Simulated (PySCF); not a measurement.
## CH9O2Si3: g tensor and hyperfine couplings

CH9O2Si3 (doublet state).
Geometry (GFN2-xTB, Å), atoms numbered from 1 in this order:
```xyz
15
CH9O2Si3 angstrom
O     -1.918   -1.714   -1.066
C     -1.952   -1.070    0.129
Si    -0.476   -0.196    0.818
Si    -0.468    2.117    0.852
O      0.662   -0.702   -0.264
Si     2.122   -0.720   -0.950
H     -0.995   -1.754   -1.352
H     -2.962   -0.982    0.498
H     -0.072   -0.812    2.096
H     -1.431    2.601    1.848
H     -0.831    2.745   -0.425
H      0.833    2.692    1.220
H      2.513    0.662   -1.226
H      3.053   -1.365   -0.028
H      1.916   -1.493   -2.174
```

The hyperfine couplings belong to this conformer and change with its torsions.

As a line formula: `O[CH][Si@@H](O[SiH3])[SiH3]` [radical].

Computed with UKS B3LYP, pcH-1 on C H O Si, non-relativistic, mean-field spin-orbit, GIAO in PySCF 2.14.0. Geometry: GFN2-xTB, one conformer, isolated molecule. Couplings are sensitive to structure, and on GFN2-xTB geometries they can be far from those on DFT ones. The SCF solution wasn't tested for stability.

```
g1, g2, g3        : 2.00216, 2.00348, 2.00491
g_iso             : 2.00352
Form of g         : rhombic: the two nearest values differ by 48 % of g3 − g1
⟨S²⟩              : 0.7533 (exact 0.7500)
α and β electrons : 37, 36
Basis functions   : 270
```

Hyperfine couplings atom by atom, in mT; T1 to T3 are the principal values of the dipolar part; ρ(0) is the spin density at the nucleus (MHz turned into mT with g_iso):

| atom | isotope | a_iso | of which spin–orbit | T1 | T2 | T3 | Mulliken spin population | ρ(0) (bohr⁻³) |
| --- | --- | --- | --- | --- | --- | --- | --- | --- |
| O1 | 17O | -0.84 | 0.00 | -2.79 | 1.36 | 1.43 | 0.16 | 0.0388 |
| C2 | 13C | 2.92 | 0.00 | -2.39 | -2.34 | 4.73 | 0.82 | 0.0729 |
| Si3 | 29Si | 1.43 | 0.00 | -0.07 | -0.03 | 0.10 | -0.01 | -0.0453 |
| Si4 | 29Si | -2.14 | 0.00 | -0.31 | 0.14 | 0.18 | 0.04 | 0.0676 |
| O5 | 17O | 0.05 | 0.00 | -0.02 | 0.01 | 0.01 | 0.00 | -0.0021 |
| Si6 | 29Si | 0.03 | 0.00 | -0.01 | 0.01 | 0.01 | 0.00 | -0.0009 |
| H7 | 1H | -0.51 | 0.00 | -0.53 | -0.36 | 0.89 | -0.01 | -0.0032 |
| H8 | 1H | -1.79 | 0.00 | -1.12 | -0.03 | 1.16 | -0.04 | -0.0112 |
| H9 | 1H | 1.67 | 0.00 | -0.12 | -0.07 | 0.19 | 0.02 | 0.0105 |
| H10 | 1H | -0.07 | 0.00 | -0.05 | -0.03 | 0.08 | 0.00 | -0.0005 |
| H11 | 1H | -0.08 | 0.00 | -0.05 | -0.03 | 0.09 | 0.00 | -0.0005 |
| H12 | 1H | 0.63 | 0.00 | -0.04 | -0.02 | 0.06 | 0.01 | 0.0039 |
| H13 | 1H | 0.01 | 0.00 | -0.02 | -0.02 | 0.04 | 0.00 | 0.0001 |
| H14 | 1H | 0.01 | 0.00 | -0.02 | -0.02 | 0.04 | 0.00 | 0.0000 |
| H15 | 1H | 0.00 | 0.00 | -0.03 | -0.03 | 0.06 | 0.00 | 0.0000 |

The largest Mulliken spin populations are on C2 (+0.82) and O1 (+0.16). The angles at C2 add up to 359.0°, so it is planar; its axial dipolar tensor and the negative coupling of its proton fit spin in a p orbital normal to that plane.

Axes: g3 points within 7° of the C2–H8 bond.

Under fast tumbling the dipolar parts average out, and these isotropic splittings remain: 1 × 1H (H8, I = 1/2, 2 lines) with 1.79 mT, 1 × 1H (H9, I = 1/2, 2 lines) with 1.67 mT, 1 × 1H (H7, I = 1/2, 2 lines) with 0.51 mT and 3 × 1H (H10/H11/H12, I = 1/2, 4 lines) with 0.16 mT.

Means are taken over nuclei equivalent by connectivity, which assumes that they swap fast. The three 1H nuclei of mean +4.5 MHz run from -2.2 to 17.6 MHz in the frozen geometry.

The 29Si coupling of Si4 (-60.0 MHz) shows only in satellite lines or after enrichment, since that isotope makes up about 4.7 % of natural silicon.

The 13C coupling of C2 (81.9 MHz) shows only in satellite lines or after enrichment, since that isotope makes up about 1.07 % of natural carbon.

Examples of negative spin density at the nucleus (bohr⁻³): Si3 (-0.0453), H8 (-0.0112) and H7 (-0.0032).

On an Arm Neoverse V1 with one thread (shared host), this took 81 s of wall time (grids of density and orbitals included) and 1.0 GiB of memory at its peak.
